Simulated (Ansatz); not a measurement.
Input file for `[AlH2][B]([SiH3])[SiH3]`:

```yaml
crystal:
  periodic: [false, false, false]
  atoms:
    - {symbol: Al, position_ang: [-1.660719, 1.536411, -0.357720]}
    - {symbol: B, position_ang: [-0.143379, 0.132742, -0.029096]}
    - {symbol: Si, position_ang: [-0.072159, -1.014028, 1.603986]}
    - {symbol: Si, position_ang: [1.347384, -0.163121, -1.324387]}
    - {symbol: H, position_ang: [-2.929957, 1.152366, -1.237994]}
    - {symbol: H, position_ang: [-1.550806, 2.995700, 0.268223]}
    - {symbol: H, position_ang: [0.630671, -2.314507, 1.418054]}
    - {symbol: H, position_ang: [-1.377898, -1.283317, 2.268411]}
    - {symbol: H, position_ang: [0.747483, -0.176119, 2.535235]}
    - {symbol: H, position_ang: [1.692666, 0.994915, -2.195412]}
    - {symbol: H, position_ang: [0.787512, -1.239903, -2.200844]}
    - {symbol: H, position_ang: [2.606101, -0.676240, -0.714356]}
basis:
  gaussian: {orbitals: def2-TZVPP}
correlation: {method: ccsd_t}
```

```sh
$ ansatz run in.yaml --threads 4 --pin off --events-out ev --progress --plain --max-ram 10444MiB
```

Log, shortened:

```
Functional definition: HF
1536 factors; integrals over basis functions are off by at most 9.3e-4 eV
mean field evaluation 1: about -23102.4111 eV, gradient 1.9e1 eV
mean field evaluation 2: about -23102.5994 eV, gradient 1.9e1 eV
mean field evaluation 4: about -23104.9915 eV, gradient 2.0e0 eV
mean field evaluation 8: about -23105.0024 eV, gradient 6.9e-2 eV
mean field -23105.00243616 eV, -849.0931783956 hartree, gradient 1.2e-6 eV, S^2 0.000000; 0 other end points of the search recorded, 0 dependent functions left out
16 core orbitals not correlated: weight in the atoms' cores, before any rotation towards them, 1.000 or more for the frozen orbitals, at most 0.000 for the correlated occupied ones
reference -23105.00243616 eV, -849.0931783956 hartree; 11, 11 occupied and 242, 242 virtual orbitals, 1536 factors
second order -11.74227654 eV of doubles, -0.00000000 eV of singles
cycle   1  -13.23166077 eV  change    -1.5e0 eV  update   9.9e-2
cycle   2  -13.79852571 eV  change   -5.7e-1 eV  update   3.4e-2
cycle   3  -13.84889710 eV  change   -5.0e-2 eV  update   1.3e-2
cycle   4  -13.84261311 eV  change    6.3e-3 eV  update   5.1e-3
cycle   5  -13.84048197 eV  change    2.1e-3 eV  update   1.9e-3
cycle   6  -13.84039083 eV  change    9.1e-5 eV  update   7.4e-4
cycle   7  -13.84053177 eV  change   -1.4e-4 eV  update   2.5e-4
cycle   8  -13.84061602 eV  change   -8.4e-5 eV  update   9.8e-5
cycle   9  -13.84061758 eV  change   -1.6e-6 eV  update   3.3e-5
cycle  10  -13.84060188 eV  change    1.6e-5 eV  update   1.4e-5
perturbative correction -0.47767893 eV, -0.0175543771 hartree
Total energy: -23119.32071697 eV, -849.6193655103 hartree
```

Run time 94 s (4 threads of an Arm Neoverse V1 on a shared host); peak host memory 6 GiB.

The correlation energy is -14.318 eV, 3.3 % of it from (T); the T1 diagnostic reads 0.0147.
